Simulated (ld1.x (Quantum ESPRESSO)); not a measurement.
## What one change does to a pseudopotential (tin (Sn), TM)

- Element: Sn (Z = 50)
- Generator: ld1.x (Quantum ESPRESSO) 7.5
- Type: norm-conserving Troullier–Martins (Kleinman–Bylander form)
- Functional: PBE
- Relativity: scalar-relativistic
- Frozen core: [Kr] 4d10
- Valence charge: 4
- Reference configuration: 5s2 5p2
- Partial waves: 5s (bound): rc 1.55 bohr; 5p (bound): rc 2.65 bohr; 5d channel at -0.05 Ry: rc 2.50 bohr
- Local potential: the d channel
- Core correction: a·sin(br)/r model core inside 0.95 bohr

Change: wave 5p (bound): rc 2.65 bohr becomes 5p (bound): rc 3.18 bohr.

Cutoffs: the cutoffs (Ry, on a coarse ladder) from which the occupation-weighted sum of valence levels, in a spherical-Bessel basis at the reference potential, stays within 10 and 1 mRy of its value at 400 Ry; they do not see the model core or the augmentation charge, which bear on the density cutoff. Errors are all-electron minus pseudo energies relative to the spin-unpolarised reference configuration.

Question: How do hardness, ghosts and transferability respond?

Answer: The potential gets neither clearly harder nor softer (35 Ry and 100 Ry → 35 Ry and 100 Ry); both files keep a bound ghost (p, s); of the 7 tests that both files solve, the error grows in 1 and shrinks in 2 by more than 15 % and 0.3 meV (median size 25.9 → 17.0 meV).

```tsv
quantity	base	changed
cutoff, loose	35 Ry	35 Ry
cutoff, tight	100 Ry	100 Ry
loose cutoff by channel (10 mRy a level)	s 30 Ry, p 10 Ry	s 30 Ry, p 8 Ry
bound ghosts	s, p	s, p
error for 5s2 5p1, meV [ΔE 6.87 eV]	-14	-16
error for 5s2 5p0, meV [ΔE 20.83 eV]	-83	-102
error for 5s1 5p0, meV [ΔE 51.80 eV]	-395	-450
error for 5s1 5p3, meV [ΔE 6.98 eV]	-26	-17
error for 5s2 5p1.5, meV [ΔE 2.62 eV]	-2.9	-3.2
error for 5s0 5p4, meV [ΔE 14.19 eV]	-103	-66
error for 5s2 5p2.3, meV [ΔE -0.85 eV]	-0.2	-0.2
```

 A true bound ghost makes a file unfit for plane-wave use even where its test errors are small: the radial tests pick states by their node count and pass the ghost by.
